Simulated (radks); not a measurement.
Values are calculated unless marked as measured or tabulated.
Task: Successive ionisation energies (eV) of one element, from differences of total energies of ions in their ground configurations, starting at charge 22: 2192.6, 2321.0, 2451.7, 2584.6, 2719.3, 2855.4, 3080.3, 3191.2, 13617.1, 14076.6. Code: a radial shooting solver on a logarithmic mesh with Libxc functionals. Model: scalar-relativistic Kohn-Sham, PBE, spin-unpolarised, spherical densities, point nucleus. Which element is it?

Result: Germanium (Z = 32). The first species listed is Ge22+ in [Ne], the last Ge31+ in 1s1.
